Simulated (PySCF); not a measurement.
Compound: 2-acetylpyridine, C₇H₇NO.
SMILES with atom numbers: `[CH3:1][C:2](=[O:3])[c:4]1[cH:5][cH:6][cH:7][cH:8][n:9]1` (hydrogens: H10, H11, H12 on C1; H13 on C5; H14 on C6; H15 on C7; H16 on C8)

Method: PySCF 2.14.0, PBE0-D3(BJ)/def2-SVP geometry optimisation, gas phase; density fitting, grid level 2; the optimiser is geomeTRIC in internal coordinates, started from a GFN2-xTB structure.

Geometry at step 1:
```
atom  x, y, z in Å
C1     -2.5588    0.8644    0.3458
C2     -1.7410   -0.3308   -0.0391
O3     -2.2271   -1.4077   -0.3053
C4     -0.2441   -0.1570   -0.0891
C5      0.5520   -1.2483   -0.4467
C6      1.9297   -1.0720   -0.4874
C7      2.4518    0.1797   -0.1707
C8      1.5695    1.2043    0.1740
N9      0.2518    1.0428    0.2146
H10    -3.6229    0.6000    0.3409
H11    -2.2509    1.2276    1.3386
H12    -2.3595    1.6964   -0.3472
H13     0.0683   -2.1992   -0.6816
H14     2.5914   -1.8986   -0.7623
H15     3.5290    0.3660   -0.1888
H16     1.9519    2.2004    0.4281
```

**Question.** Give the atomic forces at this geometry.

**Answer.** 
| atom | Fx (eV/Å) | Fy (eV/Å) | Fz (eV/Å) |
| --- | --- | --- | --- |
| C1 | 0.029 | 0.095 | 0.024 |
| C2 | 0.063 | -0.132 | -0.041 |
| O3 | -0.036 | 0.033 | 0.011 |
| C4 | -0.085 | 0.031 | 0.017 |
| C5 | -0.009 | -0.060 | -0.018 |
| C6 | 0.045 | -0.057 | -0.019 |
| C7 | 0.097 | 0.026 | 0.001 |
| C8 | -0.017 | 0.026 | 0.007 |
| N9 | 0.012 | 0.051 | 0.013 |
| H10 | 0.014 | -0.010 | -0.003 |
| H11 | -0.017 | -0.013 | -0.020 |
| H12 | -0.015 | -0.022 | 0.012 |
| H13 | 0.009 | 0.043 | 0.013 |
| H14 | -0.027 | 0.028 | 0.009 |
| H15 | -0.041 | -0.012 | -0.001 |
| H16 | -0.019 | -0.027 | -0.006 |

The largest, 0.15 eV/Å, acts on C2; the rms over all components is 0.040 eV/Å. The forces sum to zero within rounding, as they must for an isolated molecule in no field.

**Question.** Give the force on C2 in Eh/bohr and in nN.

**Answer.** 0.152 eV/Å ÷ 51.422 = 0.00295 Eh/bohr, and 0.152 eV/Å × 1.602 = 0.24 nN.

**Question.** How far is this geometry from the end of the optimisation?

**Answer.** 0.001 eV above it, and 0.003 Å rms away after alignment. The bonds farthest from their final lengths, with half the difference of the two atoms' forces along the bond (positive lengthens):

| bond | now (Å) | final (Å) | force along bond (eV/Å) |
| --- | --- | --- | --- |
| C1–C2 | 1.499 | 1.501 | +0.11 |
| C2–C4 | 1.508 | 1.506 | -0.06 |

The cost below is that of the whole optimisation. Time: 63 s; peak memory 0.76 GiB. Hardware: Arm Neoverse V1, one thread, on a shared host.
